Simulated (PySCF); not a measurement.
# Electron correlation in Co (cobalt, neutral)

[Ar] 3d7 4s2, high-spin 4F determinant. All numbers are calculated (PySCF 2.14, scalar relativity by spin-free X2C-1e, in jorge-DZP-DKH). Frozen: [Ar]; 9 electrons correlated.

MP2 pair energies summed by pair of shells (mhartree):

```tsv
pair	energy	share (%)
3d-3d	-116.65	72.1
3d-4s	-25.66	15.9
4s-4s	-19.52	12.1
```

Total MP2 correlation energy: -161.83 mhartree.

Same-spin part -61.88 and opposite-spin part -99.95 mhartree; SCS-MP2 scales them by 1/3 and 6/5 to -140.57 mhartree.
